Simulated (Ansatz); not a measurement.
CH4ClFOSi, SMILES OC[Si@H](Cl)F.

Coordinates come from a B3LYP-D3(BJ)/def2-SVP optimisation. The structure was generated by enumeration; whether it is a known compound was not checked. One conformer was computed; it need not be the lowest.

Two levels are set side by side: PBE/def2-SVPD (Ansatz, a quantum-chemistry and plane-wave program) and CAM-B3LYP/def2-SVPD (Ansatz). Energy differences of separate SCF runs at the same geometry; the states with an electron removed or added have multiplicity 2 and 2. Differences are taken from unrounded values.

```json
[
 {"quantity": "vertical ionisation energy (eV)", "CAM-B3LYP": "10.56", "PBE": "9.85", "PBE minus CAM-B3LYP": "-0.71"},
 {"quantity": "vertical singlet–triplet gap (eV)", "CAM-B3LYP": "6.21", "PBE": "5.45", "PBE minus CAM-B3LYP": "-0.76"}
]
```
